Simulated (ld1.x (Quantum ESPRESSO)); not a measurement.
# u(r) = r·R(r): atom against pseudo-atom (Cu (Z = 29))

Columns: radius, all-electron u(r) and pseudo u(r) of the 3p shell (level -80.79 eV) of copper in the configuration [Ne] 3s2 3p6 3d10 4s0 4p0; PBE, scalar-relativistic, ultrasoft scheme, ld1.x (Quantum ESPRESSO) 7.5.

| r (bohr) | all-electron | pseudo |
| --- | --- | --- |
| 0.078 | 0.5292 | -0.0155 |
| 0.155 | 0.6020 | -0.0598 |
| 0.232 | 0.1913 | -0.1291 |
| 0.310 | -0.3355 | -0.2187 |
| 0.388 | -0.7710 | -0.3202 |
| 0.465 | -1.0545 | -0.4237 |
| 0.542 | -1.2014 | -0.5220 |
| 0.620 | -1.2433 | -0.6087 |
| 0.698 | -1.2122 | -0.6761 |
| 0.775 | -1.1384 | -0.7196 |
| 0.852 | -1.0416 | -0.7382 |
| 0.930 | -0.9344 | -0.7322 |
| 1.008 | -0.8267 | -0.7038 |
| 1.085 | -0.7252 | -0.6577 |
| 1.162 | -0.6314 | -0.5992 |
| 1.240 | -0.5453 | -0.5331 |
| 1.318 | -0.4687 | -0.4654 |
| 1.395 | -0.4020 | -0.4016 |
| 1.472 | -0.3438 | -0.3438 |
| 1.550 | -0.2927 | -0.2927 |
| 1.628 | -0.2486 | -0.2486 |
| 1.705 | -0.2111 | -0.2111 |
| 1.782 | -0.1791 | -0.1791 |
| 1.860 | -0.1513 | -0.1513 |
| 1.938 | -0.1277 | -0.1277 |
| 2.015 | -0.1079 | -0.1079 |

**Question.** How many radial nodes do the two functions have?

**Answer.** The all-electron 3p function has n − l − 1 = 1; the pseudo-wave has 0, since the states of the same l below it are removed with the core.

**Question.** At about which radius was the pseudo-wave matched?

**Answer.** 1.55 bohr. The columns agree to 0.0005 from 1.40 bohr on; several derivatives are matched, so the curves merge somewhat inside the radius.

**Question.** Is the pseudo-wave norm-conserving?

**Answer.** No, it belongs to an ultrasoft set: the norm inside the radius is not constrained, and the difference is carried by the augmentation charge.
